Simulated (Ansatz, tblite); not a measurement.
Removing and adding an electron: the cluster Cu3F4 (the lowest doublet isomer of a short search). Total charge 0; doublet. Geometry: r2SCAN-D4/def2-SVP. Ansatz, gas phase; energy differences of separate SCF runs; the oxidised species is a triplet (the singlet lies 1.66 eV higher at PBE0-D4/def2-TZVP); the reduced species is a singlet (the triplet lies 2.20 eV higher at PBE0-D4/def2-TZVPD).

Cartesian coordinates in Å:
```
Cu -0.866 -0.871 -0.846
Cu 1.233 -0.527 0.509
Cu -0.546 1.211 0.542
F 0.844 0.831 1.794
F 0.756 0.791 -0.954
F -2.031 0.575 -0.499
F 0.610 -2.009 -0.545
```

The xTB rows come from tblite. HOMO above LUMO, or a gap near zero within one spin, warns that the state may not be the lowest or that an electron is smeared out. Another isomer (doublet) lies 0.03 eV lower at PBE0-D4/def2-TZVP.

Problem. Estimate orbital energies and vertical ionisation energies and electron affinities at: GFN1-xTB; GFN2-xTB; PBE-D4/def2-TZVPD; r2SCAN-D4/def2-TZVP; r2SCAN-D4/def2-TZVPD; PBE0-D4/def2-TZVP; PBE0-D4/def2-TZVPD.

Solution. 
```json
{"level": "GFN1-xTB", "−HOMO (eV)": "–", "vertical IE (eV)": "13.58", "−LUMO (eV)": "–", "vertical EA (eV)": "8.34", "HOMO–LUMO gap (eV)": "–", "IE − EA (eV)": "5.24", "remarks": "–"}
{"level": "GFN2-xTB", "−HOMO (eV)": "–", "vertical IE (eV)": "14.49", "−LUMO (eV)": "–", "vertical EA (eV)": "7.50", "HOMO–LUMO gap (eV)": "–", "IE − EA (eV)": "6.99", "remarks": "–"}
{"level": "PBE-D4/def2-TZVPD", "−HOMO (eV)": "5.89", "vertical IE (eV)": "–", "−LUMO (eV)": "5.84", "vertical EA (eV)": "2.84", "HOMO–LUMO gap (eV)": "0.05", "IE − EA (eV)": "–", "remarks": "HOMO above zero (-1 singlet), gap within one spin near zero (doublet)"}
{"level": "r2SCAN-D4/def2-TZVP", "−HOMO (eV)": "5.87", "vertical IE (eV)": "9.05", "−LUMO (eV)": "5.73", "vertical EA (eV)": "–", "HOMO–LUMO gap (eV)": "0.15", "IE − EA (eV)": "–", "remarks": "gap within one spin near zero (+1 triplet), gap within one spin near zero (doublet)"}
{"level": "r2SCAN-D4/def2-TZVPD", "−HOMO (eV)": "5.83", "vertical IE (eV)": "–", "−LUMO (eV)": "5.68", "vertical EA (eV)": "2.74", "HOMO–LUMO gap (eV)": "0.15", "IE − EA (eV)": "–", "remarks": "HOMO above zero (-1 singlet), gap within one spin near zero (doublet)"}
{"level": "PBE0-D4/def2-TZVP", "−HOMO (eV)": "6.83", "vertical IE (eV)": "8.99", "−LUMO (eV)": "5.20", "vertical EA (eV)": "–", "HOMO–LUMO gap (eV)": "1.63", "IE − EA (eV)": "–", "remarks": "–"}
{"level": "PBE0-D4/def2-TZVPD", "−HOMO (eV)": "6.78", "vertical IE (eV)": "–", "−LUMO (eV)": "5.16", "vertical EA (eV)": "3.19", "HOMO–LUMO gap (eV)": "1.62", "IE − EA (eV)": "–", "remarks": "–"}
```

Run but left out: PBE-D4/def2-TZVP (charge +1 triplet: an occupied level 0.05 eV above an empty one).   A HOMO above zero means that the electron is unbound at that level or that self-interaction error raises the level; the energy of removing that electron tells which. HOMO and LUMO are the levels of the spin that leaves or enters (xTB has no such levels and no spin-polarisation term). Other spin states of the ions may lie lower, which would lower the ionisation energy or raise the affinity. Raw xTB energy differences between charge states are shifted by several eV; the methods need an empirical correction for them.
